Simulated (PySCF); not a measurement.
F₅Nb, SMILES [F][Nb]([F])([F])([F])[F] (connectivity only; charge and spin as stated), charge +1, multiplicity 2.

The structure is a stationary point at r2SCAN-D4/def2-SVP. A frequency run showed that this geometry is not a minimum. The multiplicity is an assumed one; no other spin state was optimised. The isomer is the one that the SMILES or the coordinates give; other isomers of the formula were not compared. The def2 effective core potentials stand for the cores of Nb; spin–orbit coupling is left out.

Level of theory: CAM-B3LYP/def2-TZVP (PySCF).

The molecule is in vacuum.

Computed frontier levels, dipole moment and polarisability:
| Quantity | Value |
|---|---|
| α spin, highest occupied and lowest empty level | -20.89 and -8.87 eV |
| β spin, highest occupied and lowest empty level | -20.18 and -13.81 eV |
| dipole moment about the centre of nuclear charge | 0.59 D |
| mean static polarisability | 39.4 bohr³ (5.83 Å³) |
| polarisability, principal values | 32.4, 40.7, 45.0 bohr³ |
| ⟨S²⟩ | 0.754 (pure state 0.75) |
